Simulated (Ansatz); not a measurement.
`C[SiH2]C[SiH2]F` + `O[SiH2]S` → `CS[SiH2]O` + `F[SiH2]C[SiH3]`  (substitution at a C–Si bond)

Computed with Ansatz on PBE0-D4/def2-TZVP structures; ΔE is electronic, products minus reactants. CCSD(T)/CBS adds triple-zeta CCSD(T) − MP2 to the extrapolated MP2 energy (def2 sets, frozen cores). DFT in def2-TZVPP. B3LYP here is the variant with VWN-RPA as its local correlation; programs differ in this. One conformer a species, not always the lowest.

Question: Is it downhill or uphill in electronic energy at CCSD(T)/CBS, and by how much? (An estimate is asked.)

Answer: Ansatz gave: Uphill: ΔE = +13.7 kcal/mol.

Question: What do these levels give: r2SCAN-D4, PBE0-D4, B3LYP-D4, ωB97X-V, ωB97M-V, PBE, r2SCAN, SCS-MP2/def2-TZVPP, CCSD(T)/def2-TZVPP, HF/def2-QZVPP, HF/CBS(def2), CCSD/CBS(def2)? (Best estimate.)

Answer: Computed: r2SCAN-D4 14.0, PBE0-D4 13.5, B3LYP-D4 12.9, ωB97X-V 13.3, ωB97M-V 14.0, PBE 13.2, r2SCAN 14.0, SCS-MP2/def2-TZVPP 13.4, CCSD(T)/def2-TZVPP 13.9, HF/def2-QZVPP 13.2, HF/CBS(def2) 13.2, CCSD/CBS(def2) 14.0 kcal/mol.

Largest T1 diagnostic among the species: 0.011.

In def2-TZVPP, CCSD(T) changes the Hartree–Fock value by +0.7 kcal/mol (the triples alone add −0.2 kcal/mol) and MP2 by +0.9 kcal/mol.
